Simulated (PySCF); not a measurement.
FRb, triplet, at the geometry of the source list (a higher spin typed on purpose: for a closed-shell molecule this is an excited state) (core potentials on Rb); PySCF with WB97M-V/def2-SVPD.

PySCF was given this input:
```python
from pyscf import gto, scf, dft

mol = gto.Mole()
mol.atom = '''
    Rb   -0.58730000   -0.48430000   -0.79330000
    F     0.58730000    0.48430000    0.79330000
'''
mol.basis = 'def2-svpd'
mol.ecp = {'Rb': 'def2-svpd'}
mol.spin = 2
mol.verbose = 4
mol.build()

mf = dft.UKS(mol)
mf.xc = 'wb97m_v'
mf.grids.atom_grid = (99, 590)
mf.grids.prune = None
mf.kernel()
```

The log (banner, timings and long lists left out):

```
PySCF version 2.14.0

[INPUT] verbose = 4
[INPUT] num. atoms = 2
[INPUT] num. electrons = 18
[INPUT] charge = 0
[INPUT] spin (= nelec alpha-beta = 2S) = 2
[INPUT] symmetry False subgroup None
[INPUT] Mole.unit = angstrom
[INPUT] Symbol           X                Y                Z      unit          X                Y                Z       unit  Magmom
[INPUT]  1 Rb    -0.587300000000  -0.484300000000  -0.793300000000 AA   -1.109836152957  -0.915194362127  -1.499119734617 Bohr   0.0
[INPUT]  2 F      0.587300000000   0.484300000000   0.793300000000 AA    1.109836152957   0.915194362127   1.499119734617 Bohr   0.0

nuclear repulsion = 19.4930702210876
number of shells = 20
number of NR pGTOs = 71
number of NR cGTOs = 50
basis = def2-svpd
ecp = {'Rb': 'def2-svpd'}

******** <class 'pyscf.dft.uks.UKS'> ********
method = UKS
initial guess = minao
damping factor = 0
level_shift factor = 0
DIIS = <class 'pyscf.scf.diis.CDIIS'>
diis_start_cycle = 1
diis_space = 8
diis_damp = 0
SCF conv_tol = 1e-09
SCF conv_tol_grad = None
SCF max_cycles = 50
direct_scf = True
direct_scf_tol = 1e-13
number electrons alpha = 10  beta = 8
XC library pyscf.dft.libxc version 7.1.2
    S. Lehtola, C. Steigemann, M. J. T. Oliveira, and M. A. L. Marques,  SoftwareX 7, 1–5 (2018)
XC functionals = wb97m_v
    N. Mardirossian and M. Head-Gordon,  J. Chem. Phys. 144, 214110 (2016)
radial grids:
    Treutler-Ahlrichs [JCP 102, 346 (1995); DOI:10.1063/1.469408] (M4) radial grids

becke partition: Becke, JCP 88, 2547 (1988); DOI:10.1063/1.454033
pruning grids: None
grids dens level: 3
symmetrized grids: False
atomic radii adjust function: <function treutler_atomic_radii_adjust>
User specified grid scheme (99, 590)
** Following is NLC and NLC Grids **
NLC functional = wb97m_v
radial grids:
    Treutler-Ahlrichs [JCP 102, 346 (1995); DOI:10.1063/1.469408] (M4) radial grids

becke partition: Becke, JCP 88, 2547 (1988); DOI:10.1063/1.454033
pruning grids: <function nwchem_prune>
grids dens level: 3
symmetrized grids: False
atomic radii adjust function: <function treutler_atomic_radii_adjust>
small_rho_cutoff = 0
Set gradient conv threshold to 3.16228e-05
tot grids = 116824
tot grids = 36176
init E= -120.67991873541

cycle= 1 E= -123.602589618022  delta_E= -2.92  |g|= 0.186  |ddm|= 1.42

cycle= 2 E= -123.617718950815  delta_E= -0.0151  |g|= 0.0414  |ddm|= 0.376

cycle= 3 E= -123.619142508662  delta_E= -0.00142  |g|= 0.0208  |ddm|= 0.0934

cycle= 4 E= -123.619423446416  delta_E= -0.000281  |g|= 0.00728  |ddm|= 0.0494

cycle= 5 E= -123.619491355049  delta_E= -6.79e-05  |g|= 0.00235  |ddm|= 0.033

cycle= 6 E= -123.619501853075  delta_E= -1.05e-05  |g|= 0.000394  |ddm|= 0.0195

cycle= 7 E= -123.619502267306  delta_E= -4.14e-07  |g|= 0.000125  |ddm|= 0.00432

cycle= 8 E= -123.619502337878  delta_E= -7.06e-08  |g|= 4.01e-05  |ddm|= 0.00198

cycle= 9 E= -123.619502348479  delta_E= -1.06e-08  |g|= 1.22e-05  |ddm|= 0.000699

cycle= 10 E= -123.619502349685  delta_E= -1.21e-09  |g|= 6.2e-06  |ddm|= 0.000188

cycle= 11 E= -123.619502349952  delta_E= -2.67e-10  |g|= 4.87e-06  |ddm|= 5.2e-05

Extra cycle  E= -123.619502350053  delta_E= -1.02e-10  |g|= 4.68e-06  |ddm|= 1.27e-05
converged SCF energy = -123.619502350053  <S^2> = 2.0020063  2S+1 = 3.0013372
```
